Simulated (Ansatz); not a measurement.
`Cl[Si](Cl)(Cl)I` and `CO[Si](Cl)(Cl)Cl` differ in one atom or group.

Ansatz, PBE0-D4/def2-TZVP geometries, multiplicity 1. Each molecule was computed in one conformer, which needn't be the lowest.

Elements past krypton have def2 core potentials.

```csv
property,`Cl[Si](Cl)(Cl)I`
HOMO–LUMO gap (B3LYP/def2-TZVPP) / eV,6.28
HOMO energy (PBE0/def2-TZVPP) / eV,-8.25
size of the dipole moment (PBE/def2-TZVPP) / D,0.43
HOMO energy (PBE/def2-TZVPP) / eV,-7.06
LUMO energy (PBE/def2-TZVPP) / eV,-2.33
size of the dipole moment (B3LYP/def2-TZVPP) / D,0.45
```

**Question.** What does the change do to each property? (Best estimate.)

**Answer.** Ansatz gave: 
```csv
property,`CO[Si](Cl)(Cl)Cl`,shift
HOMO–LUMO gap (B3LYP/def2-TZVPP) / eV,8.65,2.37
HOMO energy (PBE0/def2-TZVPP) / eV,-9.07,-0.82
size of the dipole moment (PBE/def2-TZVPP) / D,1.83,1.40
HOMO energy (PBE/def2-TZVPP) / eV,-7.49,-0.43
LUMO energy (PBE/def2-TZVPP) / eV,-0.92,1.41
size of the dipole moment (B3LYP/def2-TZVPP) / D,1.91,1.46
```

With PBE0 the HOMO falls by 0.82 eV and the LUMO rises by 1.58 eV, so the gap widens by about 2.40 eV. PBE moves the HOMO by -0.43 eV and ωB97M-V by -1.04 eV. The zero-point energy changes by 110.3 kJ/mol with +12 modes. Dipoles are sizes alone; their direction can turn.

B3LYP here is the variant with VWN-RPA as its local correlation; programs differ in this.

Spin–orbit coupling is left out; it splits and shifts lone-pair levels of the heavy atoms by tenths of an eV.
